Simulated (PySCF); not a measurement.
Isomers of [C6H13P2]+ (charge +1), from PBE0-D3(BJ)/def2-SVP geometry optimisation, gas phase in PySCF. One conformer each, no zero-point energy, no frequencies.

Question: Which is lower in electronic energy at this level?
A. `[CH:1]#[C:2][P+:3]([CH3:4])([CH3:5])[CH2:6][CH2:7][PH2:8]` (charge +1) with C2–P3–C6–C7 -41°, P3–C6–C7–P8 -64°, C6–C7–P8–H -169° and 96°: A = 1846, B = 938.9, C = 835.8 MHz, dipole 3.97 D
B. `[CH3:1][C:2]1=[CH:3][CH2:4][P@+:5]([CH3:6])([PH2:7])[CH2:8]1` (charge +1) with C4–P5–P7–H -42° and 53°, C2–C3–C4–P5 -15°, C3–C4–P5–C6 -93°, C4–P5–C8–C2 -20°, C1–C2–C8–P5 -166°: A = 2549, B = 860.6, C = 834.0 MHz, dipole 1.48 D

Answer: B. That is `CC1=CC[P@+](C)(P)C1`, 48.9 kcal/mol below the other.

```csv
SMILES,mapped SMILES,E (Eh),relative (kcal/mol),relative (kJ/mol),dipole about centre of mass (D)
CC1=CC[P@+](C)(P)C1,[CH3:1][C:2]1=[CH:3][CH2:4][P@+:5]([CH3:6])([PH2:7])[CH2:8]1,-918.03686,0.0,0.0,1.48
C#C[P+](C)(C)CCP,[CH:1]#[C:2][P+:3]([CH3:4])([CH3:5])[CH2:6][CH2:7][PH2:8],-917.95901,48.9,204.4,3.97
```
